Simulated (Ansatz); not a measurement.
The cluster Be₆S₅. The state is a singlet with charge 0. Geometry r2SCAN-D4/def2-SVP.

```xyz
11

Be   -1.585    0.756    0.460
Be    0.186   -1.237    1.393
Be    1.525    0.958    0.225
Be   -1.073   -1.357   -0.312
Be    1.180   -1.211   -0.483
Be   -0.175    1.031   -1.426
S    -1.984    0.094   -1.472
S    -0.120    2.203    0.312
S    -1.752   -0.910    1.672
S     2.085   -0.661    1.382
S     1.712    0.334   -1.751
```

HSE06 is defined as in plane-wave codes, on full-range PBE exchange. The structure comes from a short search, and lower isomers may exist.

Q: Estimate the orbital energies around the gap (eV) in Ansatz with HF/STO-3G, PBE-D4/def2-SVP, r2SCAN-D4/def2-TZVP, r2SCAN0-D4/def2-TZVP, HSE06-D4/def2-TZVP.

A: 
| orbital | HF/STO-3G | PBE-D4/def2-SVP | r2SCAN-D4/def2-TZVP | r2SCAN0-D4/def2-TZVP | HSE06-D4/def2-TZVP |
| --- | --- | --- | --- | --- | --- |
| HOMO−5 | -8.29 | -7.60 | -7.66 | -8.69 | -8.13 |
| HOMO−4 | -8.16 | -7.44 | -7.51 | -8.56 | -7.99 |
| HOMO−3 | -7.95 | -7.23 | -7.30 | -8.34 | -7.77 |
| HOMO−2 | -7.31 | -6.91 | -6.96 | -7.97 | -7.42 |
| HOMO−1 | -7.28 | -6.74 | -6.81 | -7.82 | -7.27 |
| HOMO | -5.86 | -5.60 | -5.59 | -6.46 | -5.97 |
| LUMO | 3.03 | -3.84 | -3.48 | -2.88 | -3.37 |
| LUMO+1 | 5.79 | -2.00 | -1.61 | -0.98 | -1.54 |
| LUMO+2 | 5.85 | -1.96 | -1.47 | -0.86 | -1.46 |
| LUMO+3 | 6.82 | -1.51 | -1.06 | -0.47 | -1.04 |
| LUMO+4 | 7.09 | -1.30 | -0.85 | -0.26 | -0.84 |
| LUMO+5 | 7.21 | -1.14 | -0.68 | -0.05 | -0.66 |
